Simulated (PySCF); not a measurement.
**How methods differ on the ionisation energy of Er²⁶⁺**

Er²⁶⁺ [Kr] 4d6 [4d3/2^4 4d5/2^2, M_J = 4] → Er²⁷⁺ [Kr] 4d5 [4d3/2^4 4d5/2^1, M_J = 5/2], as a difference of total energies. Computed with PySCF 2.14 in an uncontracted even-tempered set (17 s from 2.1 bohr⁻², ratio 2.8; 14 p from 2.7 bohr⁻², ratio 2.8; 9 d from 2.7 bohr⁻², ratio 2.8; 3 f from 12 bohr⁻², ratio 3), with the two-component X2C-1e Hamiltonian. Correlated levels: [Ar] 3d10 frozen; the 92 highest virtual spinors dropped. "Screened" scales the spin-orbit matrix elements by Boettger's factors to mimic the two-electron term; Breit and QED terms are absent.

| method | ionisation energy (eV) |
| --- | --- |
| GHF (spin-free) | 940.49 |
| GMP2 (spin-free) | 941.01 |
| GHF (screened spin-orbit) | 942.61 |
| GMP2 (screened spin-orbit) | 942.80 |

Breit and QED terms and the two-electron picture change are absent.

The spin-free rows relax to the high-spin LS determinant and lack the spin-orbit shift.

The labels give the starting determinants; with spin-orbit coupling the two ends relaxed to ⟨J²⟩ = 20.03, ⟨L²⟩ = 9.99, ⟨S²⟩ = 3.95 and ⟨J²⟩ = 8.76, ⟨L²⟩ = 2.67, ⟨S²⟩ = 5.05.

For comparison: 943 ± 4 eV (theoretical estimate listed by NIST; NIST Atomic Spectra Database, ionization energies).
